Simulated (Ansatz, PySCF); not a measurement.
Process, species as SMILES: N=C=O + H+ -> [NH2+]=C=O
Each molecule is optimised on its own at B3LYP-D3(BJ)/def2-TZVP (Ansatz, a first-principles code).

Quantity: proton affinity (enthalpy at 298 K, with B3LYP-D3(BJ) rigid-rotor harmonic-oscillator terms from PySCF), positive where the reaction releases energy, in kJ/mol. Correlated levels leave the core frozen unless marked. Spin-orbit coupling is left out. No relativistic terms. FCI takes restricted orbitals. CBS marks a two-point X^-3 extrapolation of the correlation energy; Hartree-Fock from the larger set. The bracket is a focal-point correction in the basis named.

```
level                                                     program  proton affinity (kJ/mol)
-------------------------------------------------  --------------  ------------------------
HF/6-31G*                                                  Ansatz                     741.8
PBE/def2-TZVPD                                             Ansatz                     710.9
BLYP/def2-TZVPD                                            Ansatz                     709.4
revPBE-D4/def2-TZVPD                               Ansatz + dftd4                     719.0
B3LYP-D3(BJ)/def2-TZVPD                            Ansatz + dftd3                     718.3
B3LYP-D4/def2-TZVPD                                Ansatz + dftd4                     716.2
PBE0/6-31G*                                                Ansatz                     726.5
PBE0/def2-TZVP                                             Ansatz                     722.9
r2SCAN0/def2-TZVPD                                         Ansatz                     718.9
MN15-D3(BJ)/def2-TZVPD                              PySCF + dftd3                     720.2
HSE06/def2-TZVPD                                           Ansatz                     720.5
wB97M-V/def2-TZVPD                                         Ansatz                     713.9
MP2/cc-pVDZ                                                Ansatz                     744.4
MP2/CBS(cc-pVTZ,cc-pVQZ)                                   Ansatz                     715.6
RI-MP2/cc-pVQZ                                             Ansatz                     719.5
SCS-MP2/aug-cc-pVDZ                                        Ansatz                     727.3
CCSD/6-31G*                                                Ansatz                     737.0
CCSD/cc-pVQZ                                               Ansatz                     735.1
FCI/STO-3G                                                 Ansatz                     972.6
RI-MP2/CBS(cc-pVTZ,cc-pVQZ)+[CCSD(T)-MP2]/cc-pVTZ          Ansatz                     724.0
CCSD(T)/CBS(cc-pVTZ,cc-pVQZ)                               Ansatz                     723.6
```
